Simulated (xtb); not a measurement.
xtb input for [(1R,2S)-2-fluorocyclopropyl]methanol (C4H7FO), SMILES OC[C@H]1C[C@@H]1F, GFN2-xTB. 

```
$ xtb mol.xyz --gfn 2 --ohess tight --chrg 0 --uhf 0 --json
$ cat mol.xyz
13

O      2.17010000     0.43540000     0.27910000
C      1.22990000    -0.21010000    -0.56420000
C     -0.07630000    -0.39820000     0.27860000
C     -0.94680000     0.86150000     0.50850000
C     -1.38990000    -0.21130000    -0.46870000
F     -2.39510000    -1.10030000    -0.03460000
H      2.30240000    -0.10080000     1.04320000
H      1.60880000    -1.15960000    -0.79650000
H      1.06120000     0.38360000    -1.42840000
H      0.00640000    -1.12850000     1.05470000
H     -0.62500000     1.81680000     0.06090000
H     -1.43390000     0.88460000     1.49750000
H     -1.45730000    -0.05400000    -1.51200000
```

Program output:

```
[...]
        18        2.0000           -0.4196073             -11.4181 (HOMO)
        19                         -0.0819541              -2.2301 (LUMO)
        20                          0.0130392               0.3548
        21                          0.0586801               1.5968
        22                          0.0871980               2.3728
        23                          0.0993484               2.7034
        24                          0.1354414               3.6855
        25                          0.1478573               4.0234
        26                          0.1578573               4.2955
        27                          0.2097459               5.7075
        28                          0.2556710               6.9572
        29                          0.2990183               8.1367
       ...                                ...                  ...
        31                          0.3296909               8.9713
      -------------------------------------------------------------
                  HL-Gap            0.3376532 Eh            9.1880 eV
             Fermi-level           -0.2507807 Eh           -6.8241 eV

     #   Z          covCN         q      C6AA      α(0)
     1   8 O        1.655    -0.434    21.523     6.263
     2   6 C        3.675     0.077    19.520     6.331
     3   6 C        3.855    -0.046    21.358     6.573
     4   6 C        3.806    -0.079    22.005     6.678
     5   6 C        3.664     0.141    18.548     6.177
     6   9 F        0.784    -0.246    11.725     4.045
     7   1 H        0.805     0.290     0.751     1.361
     8   1 H        0.923     0.027     2.632     2.537
     9   1 H        0.924     0.053     2.279     2.361
    10   1 H        0.925     0.052     2.294     2.369
    11   1 H        0.926     0.058     2.226     2.333
    12   1 H        0.926     0.063     2.165     2.301
    13   1 H        0.925     0.045     2.387     2.416

 Mol. C6AA /au·bohr⁶  :       1295.035528
 Mol. C8AA /au·bohr⁸  :      27663.766243
 Mol. α(0) /au        :         51.744334


Wiberg/Mayer (AO) data.
largest (>0.10) Wiberg bond orders for each atom

 ---------------------------------------------------------------------------
     #   Z sym  total        # sym  WBO       # sym  WBO       # sym  WBO
 ---------------------------------------------------------------------------
     1   8 O    1.965 --     2 C    1.001     7 H    0.901
     2   6 C    3.960 --     1 O    1.001     3 C    0.997     9 H    0.971
                             8 H    0.966
     3   6 C    3.940 --     2 C    0.997    10 H    0.967     4 C    0.959
                             5 C    0.958
     4   6 C    3.939 --    11 H    0.977    12 H    0.977     5 C    0.973
                             3 C    0.959
     5   6 C    3.856 --     4 C    0.973    13 H    0.963     3 C    0.958
                             6 F    0.936
     6   9 F    1.023 --     5 C    0.936
     7   1 H    0.916 --     1 O    0.901
     8   1 H    0.999 --     2 C    0.966
     9   1 H    0.997 --     2 C    0.971
    10   1 H    0.997 --     3 C    0.967
    11   1 H    0.997 --     4 C    0.977
    12   1 H    0.996 --     4 C    0.977
    13   1 H    0.998 --     5 C    0.963
 ---------------------------------------------------------------------------

Topologies differ in total number of bonds
Writing topology from bond orders to xtbtopo.mol

molecular dipole:
                 x           y           z       tot (Debye)
 q only:        0.364       0.094       0.098
   full:        0.341      -0.048       0.139       0.944
molecular quadrupole (traceless):
                xx          xy          yy          xz          yz          zz
 q only:       -5.658      -6.260       0.685       2.057      -0.276       4.973
  q+dip:       -8.412      -9.063       0.936       2.413      -1.388       7.476
   full:       -7.832      -8.547       0.759       2.719      -1.131       7.074

           -------------------------------------------------
          |                Geometry Summary                 |
           -------------------------------------------------

      molecular mass/u    :       90.0963369
   center of mass at/Å    :       -0.2533207      -0.1418474       0.0053059
  moments of inertia/u·Å² :        0.4962663E+02   0.2739267E+03   0.2945891E+03
rotational constants/cm⁻¹ :        0.3396892E+00   0.6154067E-01   0.5722422E-01

 * 13 selected distances

     #   Z          #   Z                                           value/Å
     1   8 O        2   6 C                                       1.4077700
     2   6 C        3   6 C                                       1.5139014 (max)
     3   6 C        4   6 C                                       1.5078760
     3   6 C        5   6 C                                       1.4946776
     4   6 C        5   6 C                                       1.4914284
     5   6 C        6   9 F                                       1.3640854
     1   8 O        7   1 H                                       0.9637258 (min)
     2   6 C        8   1 H                                       1.1008633
     2   6 C        9   1 H                                       1.0924723
     3   6 C       10   1 H                                       1.0843842
     4   6 C       11   1 H                                       1.0783930
     4   6 C       12   1 H                                       1.0786710
     5   6 C       13   1 H                                       1.0826422

 * 5 distinct bonds (by element types)

   Z      Z             #   av. dist./Å        max./Å        min./Å
   1 H    6 C           6     1.0862377     1.1008633     1.0783930
   6 C    6 C           4     1.5019708     1.5139014     1.4914284
   1 H    8 O           1     0.9637258     0.9637258     0.9637258
   6 C    8 O           1     1.4077700     1.4077700     1.4077700
   6 C    9 F           1     1.3640854     1.3640854     1.3640854

           -------------------------------------------------
          |               Frequency Printout                |
           -------------------------------------------------
 projected vibrational frequencies (cm⁻¹)
eigval :       -0.00    -0.00    -0.00    -0.00     0.00     0.00
eigval :       58.92   172.72   261.77   345.02   362.64   415.05
eigval :      507.19   829.28   871.14   890.26   960.02   999.31
Molecule has no symmetry elements
It seems to be the C1 point group
eigval :     1050.82  1054.31  1067.33  1085.96  1101.81  1151.67
eigval :     1188.52  1228.12  1277.46  1304.43  1346.82  1391.98
eigval :     1461.76  1471.92  2864.70  2983.97  3040.88  3050.76
eigval :     3102.01  3120.59  3546.35
 reduced masses (amu)
   1: 12.96   2: 13.64   3: 13.17   4: 11.34   5: 15.17   6: 12.44   7: 11.11   8: 12.61
   9:  9.29  10:  7.12  11:  9.39  12: 11.85  13:  8.84  14:  8.27  15:  4.01  16:  6.53
  17:  7.22  18:  8.98  19:  5.84  20:  6.40  21:  4.27  22:  6.37  23:  7.91  24:  8.67
  25:  4.93  26:  3.75  27:  4.33  28:  3.15  29:  3.62  30:  4.46  31:  8.13  32:  2.02
  33:  1.73  34:  1.70  35:  1.81  36:  1.80  37:  1.47  38:  2.10  39:  1.87
 IR intensities (km·mol⁻¹)
   1:  0.07   2:  0.03   3:  0.00   4:  0.10   5:  0.11   6:  0.09   7:  4.84   8:  7.66
   9: 51.83  10: 92.40  11: 22.54  12:  6.33  13: 30.28  14: 17.01  15:  5.49  16:  6.19
  17: 42.41  18: 25.86  19: 15.29  20: 45.70  21: 20.51  22:  7.05  23: 19.06  24: 51.23
  25: 13.25  26:  1.55  27: 40.85  28: 22.09  29: 39.14  30: 19.81  31: 31.53  32:  1.39
  33: 68.96  34: 19.98  35:  5.51  36: 39.85  37:  9.42  38: 15.56  39:  8.54
 Raman intensities (Ä⁴*amu⁻¹)
   1:  0.00   2:  0.00   3:  0.00   4:  0.00   5:  0.00   6:  0.00   7:  0.00   8:  0.00
   9:  0.00  10:  0.00  11:  0.00  12:  0.00  13:  0.00  14:  0.00  15:  0.00  16:  0.00
  17:  0.00  18:  0.00  19:  0.00  20:  0.00  21:  0.00  22:  0.00  23:  0.00  24:  0.00
  25:  0.00  26:  0.00  27:  0.00  28:  0.00  29:  0.00  30:  0.00  31:  0.00  32:  0.00
  33:  0.00  34:  0.00  35:  0.00  36:  0.00  37:  0.00  38:  0.00  39:  0.00
 output can be read by thermo (or use thermo option).
 writing <g98.out> molden fake output.
 recommended (thermochemical) frequency scaling factor: 1.0
           -------------------------------------------------
          |             Thermodynamic Functions             |
           -------------------------------------------------

c1  symmetry found (for desy threshold:  0.10E+00) used in thermo

          ...................................................
          :                      SETUP                      :
          :.................................................:
          :  # frequencies                          33      :
          :  # imaginary freq.                       0      :
          :  linear?                             false      :
          :  only rotor calc.                    false      :
          :  symmetry                               c1      :
          :  rotational number                       1      :
          :  scaling factor                  1.0000000      :
          :  rotor cutoff                   50.0000000 cm⁻¹ :
          :  imag. cutoff                  -20.0000000 cm⁻¹ :
          :.................................................:

    mode    ω/cm⁻¹     T·S(HO)/kcal·mol⁻¹    T·S(FR)/kcal·mol⁻¹   T·S(vib)
   ------------------------------------------------------------------------
       1     58.92    -1.33964 ( 65.84%)    -1.00753 ( 34.16%)    -1.22620
       2    172.72    -0.71726 ( 99.30%)    -0.68918 (  0.70%)    -0.71707
       3    261.77    -0.49192 ( 99.87%)    -0.56604 (  0.13%)    -0.49202
   ------------------------------------------------------------------------

   temp. (K)  partition function   enthalpy   heat capacity  entropy
                                   cal/mol     cal/K/mol   cal/K/mol   J/K/mol
 298.15  VIB   21.0                 2277.777     16.390     13.314
         ROT  0.153E+06              888.752      2.981     26.704
         INT  0.322E+07             3166.530     19.371     40.018
         TR   0.827E+27             1481.254      4.968     39.389
         TOT                        4647.7837    24.3392    79.4068   332.2381

       T/K    H(0)-H(T)+PV         H(T)/Eh          T*S/Eh         G(T)/Eh
   ------------------------------------------------------------------------
    298.15    0.740671E-02    0.111213E+00    0.377287E-01    0.734838E-01
   ------------------------------------------------------------------------
Note: The following floating-point exceptions are signalling: IEEE_UNDERFLOW_FLAG IEEE_DENORMAL
normal termination of xtb

         :::::::::::::::::::::::::::::::::::::::::::::::::::::
         ::                  THERMODYNAMIC                  ::
         :::::::::::::::::::::::::::::::::::::::::::::::::::::
         :: total free energy         -20.823280075226 Eh   ::
         ::.................................................::
         :: total energy              -20.896763867646 Eh   ::
         :: zero point energy           0.103805813707 Eh   ::
         :: G(RRHO) w/o ZPVE           -0.030322021286 Eh   ::
         :: G(RRHO) contrib.            0.073483792420 Eh   ::
         :::::::::::::::::::::::::::::::::::::::::::::::::::::

optimized geometry written to: xtbopt.xyz


           -------------------------------------------------
          | TOTAL ENERGY              -20.896763867646 Eh   |
          | TOTAL ENTHALPY            -20.785551339161 Eh   |
          | TOTAL FREE ENERGY         -20.823280075226 Eh   |
          | GRADIENT NORM               0.000216730979 Eh/α |
          | HOMO-LUMO GAP               9.188010774079 eV   |
           -------------------------------------------------

------------------------------------------------------------------------
------------------------------------------------------------------------
 total:
 SCF:
 ANC optimizer:
 analytical hessian:
```

Self-consistency was reached.

Cost: about 0.7 core-seconds (a rough figure).
